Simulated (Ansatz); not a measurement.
Relaxation of CH5B2NO (10 atoms, charge 0, multiplicity 1), to a largest force component of 0.015 eV/Å in at most 40 steps.

Level of theory: RKS BLYP-D4/6-31G* (Ansatz).

```xyz
10
Properties=species:S:1:pos:R:3:forces:R:3
B -0.257 -0.878 1.822 -1.80 0.81 -0.03
B 0.173 -0.190 0.361 -0.32 0.95 -2.07
O -0.800 0.625 -0.318 0.83 -0.43 0.37
N 1.481 -0.391 -0.292 0.90 -0.95 1.44
C 1.901 0.134 -1.375 -1.32 -0.68 0.94
H -1.394 -0.606 2.218 0.58 -0.35 0.08
H 0.465 -1.504 2.438 0.94 -1.04 1.14
H -0.714 1.543 -0.018 -0.35 0.50 0.01
H 1.205 0.701 -1.943 -0.58 1.14 -1.43
H 2.881 -0.089 -1.743 1.12 0.07 -0.44
```

Task: Where does it end, and by what steps?

Result: The forces met the threshold. After 39 steps the energy has fallen by 1.624 eV; H9 moved furthest, 1.69 Å.

```csv
step,energy less start (eV),largest force component (eV/Å),accepted
0,0.0000,2.073,yes
2,-0.4910,1.277,yes
4,-0.9116,2.346,yes
6,-1.3035,1.321,yes
8,-1.4937,0.836,yes
10,-1.5197,1.076,no
12,-1.6039,0.150,yes
14,-1.5940,0.574,no
16,-1.6198,0.071,yes
18,-1.6204,0.254,yes
20,-1.6215,0.149,yes
22,-1.6215,0.125,no
24,-1.6228,0.017,yes
26,-1.6231,0.041,yes
28,-1.6234,0.043,yes
30,-1.6232,0.076,no
32,-1.6238,0.041,yes
34,-1.6239,0.025,yes
36,-1.6240,0.020,yes
38,-1.6238,0.058,no
39,-1.6241,0.005,yes
```

```xyz
10
Properties=species:S:1:pos:R:3
B -0.219 -0.794 1.515
B 0.039 0.369 0.288
O -0.688 1.556 0.151
N 1.050 0.096 -0.631
C 1.968 -0.241 -1.418
H -1.095 -0.647 2.338
H 0.442 -1.795 1.618
H -1.354 1.598 0.865
H 1.774 -0.841 -2.329
H 3.025 0.043 -1.246
```

Run time: 120 s on 1 thread of Arm Neoverse V1, on a shared host, peak memory 0.14 GiB.
